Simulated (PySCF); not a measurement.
Polarisability and C₆ of S⁺ (sulfur, charge +1)

[Ne] 3s2 3p3, high-spin 4S determinant. Calculation: PySCF 2.14, in aug-cc-pV(5+d)Z (8s7p6d4f3g2h, 136 functions); the non-relativistic Hamiltonian (point nucleus). Coupled (time-dependent) response in atomic units; α is the mean over directions.

| method | mean α (bohr³) | C₆ (like pair) | S(−4) |
| --- | --- | --- | --- |
| UHF | 10.91 | 53.61 | 34.62 |
| PBE | 11.01 | 54.29 | 34.20 |
| PBE0 | 10.88 | 53.47 | 33.17 |
| MN15 | 10.93 | 52.06 | 36.34 |

S(−4) is the Cauchy moment in α(ω) = α(0) + S(−4) ω² + …

α(iu) at MN15:

| u (hartree) | α(iu) (bohr³) |
| --- | --- |
| 0 | 10.93 |
| 0.0500 | 10.84 |
| 0.100 | 10.58 |
| 0.200 | 9.672 |
| 0.300 | 8.499 |
| 0.500 | 6.197 |
| 0.750 | 4.120 |
| 1.00 | 2.843 |
| 1.50 | 1.553 |
| 2.00 | 0.9798 |
| 3.00 | 0.5074 |
| 5.00 | 0.2266 |

A single London oscillator, α(iu) = α/(1 + u²/ω²), gives C₆ = (3/4) ω α². Matching the computed C₆ needs ω = 4 × 52.06 / (3 × 10.93²) = 0.581 hartree.

For an ion, C₆ is the dispersion term alone; charge-induced terms of lower order in 1/R come first.
